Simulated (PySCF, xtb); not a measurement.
C4H5F, SMILES C(=C)=C(F)C.

Harmonic wavenumbers (cm⁻¹) from GFN2-xTB (xtb) at its own minimum, in rising order: 131, 156, 242, 359, 397, 559, 615, 777, 882, 966, 982, 1036, 1150, 1313, 1387, 1447, 1455, 1477, 2096, 3006, 3019, 3064, 3066, 3069.

Task: What does PBE-D3(BJ)/def2-SVP in PySCF 2.14.0 give at its own minimum? (Estimate from the structure and the level; the computed values follow.)

Result: 175, 183, 237, 378, 444, 595, 620, 757, 870, 952, 967, 1006, 1194, 1272, 1342, 1389, 1393, 1446, 2040, 2967, 3030, 3042, 3099, 3108. Paired by order, the mean absolute difference is 31 cm⁻¹ and the zero-point energies are 46.7 and 46.5 kcal/mol.
